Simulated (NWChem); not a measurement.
System: Si₂NH₅, singlet; SMILES N[Si][SiH3]

Computed with NWChem. Low-valent species are run as closed-shell singlets; no triplet was tried in these runs. All runs use the structure optimised with PBE0/def2-SVP. Gas phase, vertical. One conformer.

B3LYP/def2-SVPD, TDA puts singlet state 2 at 4.80 eV with oscillator strength 0.072.

Question: Give the wavelength, the transition dipole and the radiative lifetime of that state in vacuum.

Answer: 
1. λ = 1239.84/4.80 = 258 nm, or 38710 cm⁻¹.
2. f = (2/3) ΔE μ² in atomic units, so μ = √(1.5 f/ΔE) = 0.78 a.u. = 1.99 D.
3. τ = 1.499 s cm⁻² / (f ν²) = 14 ns, for a non-degenerate state that emits at the vertical energy; a higher state like this one mostly decays faster by other paths.
